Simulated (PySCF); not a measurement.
Mg(Et)(SH) (C₂H₆MgS), SMILES C[CH2][Mg][SH].

Geometry: PBE0-D3(BJ)/def2-SVP. The structure was generated by enumeration; whether it is a known compound was not checked. One conformer was computed; it need not be the lowest.

Two levels are set side by side: TDA-PBE/def2-SVPD (PySCF) and TDA-LC-ωPBE/def2-SVPD (PySCF). Vertical, same geometry. The lowest singlet is HOMO−1→LUMO 99 % with PBE and HOMO−1→LUMO 80 % with the other functional; states are paired by order. Differences are taken from unrounded values.

```json
[
 {"quantity": "lowest singlet excitation (eV)", "TDA-LC-ωPBE": "5.48", "TDA-PBE": "4.20", "TDA-PBE minus TDA-LC-ωPBE": "-1.28"},
 {"quantity": "lowest triplet excitation (TDA) (eV)", "TDA-LC-ωPBE": "4.63", "TDA-PBE": "3.69", "TDA-PBE minus TDA-LC-ωPBE": "-0.94"},
 {"quantity": "first bright state (f over 0.05) (eV)", "TDA-LC-ωPBE": "5.48", "TDA-PBE": "4.63", "TDA-PBE minus TDA-LC-ωPBE": "-0.85"},
 {"quantity": "its oscillator strength", "TDA-LC-ωPBE": "0.07", "TDA-PBE": "0.19", "TDA-PBE minus TDA-LC-ωPBE": "0.12"}
]
```

Functionals without exact exchange tend to place singlet excitations lower, as here. Differences between two approximate levels are no errors against the true value.

Rough cost on one machine, each run with all the roots and properties that it gave: TDA-LC-ωPBE against TDA-PBE about 3 times.
